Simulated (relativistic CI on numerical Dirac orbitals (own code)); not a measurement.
Spin-allowed bands of a d2 ion in an octahedral site, by hand

Problem. Take Δ = 26000 cm⁻¹ and B = 520 cm⁻¹ for a d2 ion in an octahedral site. Calculate the three spin-allowed bands.

Working.
1. The terms of highest spin are 3F (energy 0) and 3P (15B = 7800 cm⁻¹). Here the F term splits into A2 at +1.2Δ = 31200, T2 at +0.2Δ = 5200 and T1 at −0.6Δ = -15600 cm⁻¹.
2. The two T1 states mix through the element 0.4Δ: H = [[-15600, 10400], [10400, 7800]], with roots ½(H₁₁ + H₂₂) ∓ ½√[(H₂₂ − H₁₁)² + 4H₁₂²] = ½(-7800) ∓ ½(31308) = -19554 and 11754 cm⁻¹.
3. The ground term is 3T1 at -19554 cm⁻¹.
4. Bands: 3T2 24754 cm⁻¹ (404 nm), 3T1(P) 31308 cm⁻¹ (319 nm), 3A2 50754 cm⁻¹ (197 nm).

Check. Exact diagonalisation of the whole d2 shell with these parameters gives 3T2 24754, 3T1 31308, 3A2 50754 cm⁻¹. The match is exact, since without spin-orbit coupling no other term has this spin. The ratio of the second band to the first, 1.265, depends on Δ/B = 50.0 alone, which is how a Tanabe-Sugano diagram is read.
